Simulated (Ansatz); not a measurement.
Consider the formal exchange of groups at a C–O bond: `C[O][GeH]([OH])[Cl]` + `COC(F)F` → `CCOC(F)F` + `[OH][GeH]([OH])[Cl]`.

Calculated with Ansatz (gas phase, PBE0-D4/def2-TZVP geometries, no zero-point term in ΔE). CCSD(T)/CBS adds triple-zeta CCSD(T) − MP2 to the extrapolated MP2 energy (def2 sets, frozen cores). DFT in def2-TZVPP. For Ge outer-core shells are correlated without core-valence functions, which leaves a few kJ/mol of doubt a bond. Scalar relativity is left out up to krypton. One conformer a species, not always the lowest.

| species | B97M-V energy (Eh) |
| --- | --- |
| `C[O][GeH]([OH])[Cl]` | -2728.39826 |
| `COC(F)F` | -353.58193 |
| `CCOC(F)F` | -392.91693 |
| `[OH][GeH]([OH])[Cl]` | -2689.08904 |

Q: Work out ΔE.

A: ΔE = (-392.91693) + (-2689.08904) − (-2728.39826) − (-353.58193) = -0.02578 Eh = -16.2 kcal/mol. CCSD(T)/CBS gives -16.7 kcal/mol.

Largest T1 diagnostic among the species: 0.011.

Leaving LDA and LC-ωPBE aside and taking each functional with its dispersion term where it has one, the values, not all of them listed here, spread over 2.8 kcal/mol, from PBE-QIDH to BLYP-D4. LDA lies −0.9 kcal/mol from PBE without D4. From BLYP to BHLYP (50 % exact exchange), in def2-TZVPP and without D4, ΔE moves by −0.9 kcal/mol. At CCSD(T), def2-SVP lies +2.3 kcal/mol from the extrapolated value and def2-TZVPP +0.6 kcal/mol.
